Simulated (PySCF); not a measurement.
1-ethylpyrrole, C6H9N.
Bonds: C1–C2, C2–N3, N3–C4 (aromatic), C4–C5 (aromatic), C5–C6 (aromatic), C6–C7 (aromatic), N3–C7 (aromatic). Hydrogens: H8, H9, H10 on C1; H11, H12 on C2; H13 on C4; H14 on C5; H15 on C6; H16 on C7.

The same species was optimised twice, with GFN2-xTB and with PBE0-D3(BJ)/def2-SVP (PySCF), and the same property calculations (PySCF, gas phase) were run on both structures.

| coordinate | GFN2-xTB | PBE0-D3(BJ)/def2-SVP | change |
| --- | --- | --- | --- |
| C5–C6 (Å) | 1.408 | 1.421 | +0.013 |
| C6–C7 (Å) | 1.368 | 1.379 | +0.011 |
| C4–C5 (Å) | 1.368 | 1.379 | +0.011 |
| N3–C4 (Å) | 1.359 | 1.369 | +0.010 |
| N3–C7 (Å) | 1.359 | 1.369 | +0.010 |
| C1–C2 (Å) | 1.529 | 1.520 | -0.009 |
| C2–N3 (Å) | 1.437 | 1.445 | +0.008 |
| C1–C2–N3 (°) | 111.6 | 113.2 | +1.6 |
| C4–N3–C7 (°) | 108.6 | 109.1 | +0.5 |
| N3–C7–C6 (°) | 108.7 | 108.4 | -0.3 |
| N3–C4–C5 (°) | 108.7 | 108.4 | -0.3 |
| C2–N3–C7 (°) | 125.6 | 125.3 | -0.3 |
| C2–N3–C4 (°) | 125.6 | 125.3 | -0.3 |
| C5–C6–C7 (°) | 107.0 | 107.1 | +0.1 |
| C4–C5–C6 (°) | 107.0 | 107.1 | +0.1 |
| C1–C2–N3–C4 (°) | -88 | -87 | +1 |

Rotational constants: A = 6632, B = 1985, C = 1732 MHz (GFN2-xTB) against A = 6535, B = 1959, C = 1705 MHz (PBE0-D3(BJ)/def2-SVP). Point groups within 0.08 Å: Cs and Cs.

On the GFN2-xTB structure: lowest singlet, TDDFT (eV) 6.02 [CAM-B3LYP/def2-SVPD]; isotropic polarisability (au) 75.6 [CAM-B3LYP/def2-SVPD]; HOMO (eV) -7.30 [CAM-B3LYP/def2-SVPD]; LUMO (eV) 1.31 [CAM-B3LYP/def2-SVPD]; dipole (D) 2.23 [CAM-B3LYP/def2-SVPD]; HOMO (eV) -6.00 [PBE0/pcSseg-1]; LUMO (eV) 1.04 [PBE0/pcSseg-1]; dipole (D) 2.28 [PBE0/pcSseg-1]; GIAO shielding of C1 (ppm) 164.7 [PBE0/pcSseg-1]; GIAO shielding of C2 (ppm) 139.4 [PBE0/pcSseg-1]; GIAO shielding of N3 (ppm) 76.3 [PBE0/pcSseg-1]; GIAO shielding of C4/C7 (mean) (ppm) 64.7 [PBE0/pcSseg-1]; GIAO shielding of C5/C6 (mean) (ppm) 72.4 [PBE0/pcSseg-1].

Question: What do these properties become on the PBE0-D3(BJ)/def2-SVP structure?

Answer: 
```json
{"property": "lowest singlet, TDDFT (eV)", "level": "CAM-B3LYP/def2-SVPD", "on GFN2-xTB": "6.02", "on PBE0-D3(BJ)/def2-SVP": "6.01", "change": "-0.01"}
{"property": "isotropic polarisability (au)", "level": "CAM-B3LYP/def2-SVPD", "on GFN2-xTB": "75.6", "on PBE0-D3(BJ)/def2-SVP": "77.0", "change": "+1.4"}
{"property": "HOMO (eV)", "level": "CAM-B3LYP/def2-SVPD", "on GFN2-xTB": "-7.30", "on PBE0-D3(BJ)/def2-SVP": "-7.29", "change": "+0.01"}
{"property": "LUMO (eV)", "level": "CAM-B3LYP/def2-SVPD", "on GFN2-xTB": "1.31", "on PBE0-D3(BJ)/def2-SVP": "1.30", "change": "-0.01"}
{"property": "dipole (D)", "level": "CAM-B3LYP/def2-SVPD", "on GFN2-xTB": "2.23", "on PBE0-D3(BJ)/def2-SVP": "2.24", "change": "+0.01"}
{"property": "energy, GFN2-xTB geometry as zero (kcal/mol)", "level": "CAM-B3LYP/def2-SVPD", "on GFN2-xTB": "0.0", "on PBE0-D3(BJ)/def2-SVP": "-1.0", "change": "-1.0"}
{"property": "HOMO (eV)", "level": "PBE0/pcSseg-1", "on GFN2-xTB": "-6.00", "on PBE0-D3(BJ)/def2-SVP": "-6.00", "change": "0.00"}
{"property": "LUMO (eV)", "level": "PBE0/pcSseg-1", "on GFN2-xTB": "1.04", "on PBE0-D3(BJ)/def2-SVP": "0.97", "change": "-0.07"}
{"property": "dipole (D)", "level": "PBE0/pcSseg-1", "on GFN2-xTB": "2.28", "on PBE0-D3(BJ)/def2-SVP": "2.30", "change": "+0.02"}
{"property": "energy, GFN2-xTB geometry as zero (kcal/mol)", "level": "PBE0/pcSseg-1", "on GFN2-xTB": "0.0", "on PBE0-D3(BJ)/def2-SVP": "-0.6", "change": "-0.6"}
{"property": "GIAO shielding of C1 (ppm)", "level": "PBE0/pcSseg-1", "on GFN2-xTB": "164.7", "on PBE0-D3(BJ)/def2-SVP": "163.7", "change": "-1.0"}
{"property": "GIAO shielding of C2 (ppm)", "level": "PBE0/pcSseg-1", "on GFN2-xTB": "139.4", "on PBE0-D3(BJ)/def2-SVP": "138.1", "change": "-1.3"}
{"property": "GIAO shielding of N3 (ppm)", "level": "PBE0/pcSseg-1", "on GFN2-xTB": "76.3", "on PBE0-D3(BJ)/def2-SVP": "72.1", "change": "-4.2"}
{"property": "GIAO shielding of C4/C7 (mean) (ppm)", "level": "PBE0/pcSseg-1", "on GFN2-xTB": "64.7", "on PBE0-D3(BJ)/def2-SVP": "61.5", "change": "-3.2"}
{"property": "GIAO shielding of C5/C6 (mean) (ppm)", "level": "PBE0/pcSseg-1", "on GFN2-xTB": "72.4", "on PBE0-D3(BJ)/def2-SVP": "69.7", "change": "-2.7"}
```

The heavy atoms differ by 0.015 Å rms after alignment. Among bonds between heavy atoms C5–C6 changes most (+0.013 Å). Changes are differences of the printed values. Neither structure is proved a minimum here.

Shape of the structure used: `[CH3:1][CH2:2][n:3]1[cH:4][cH:5][cH:6][cH:7]1`: C1–C2–N3–C4 -87°.
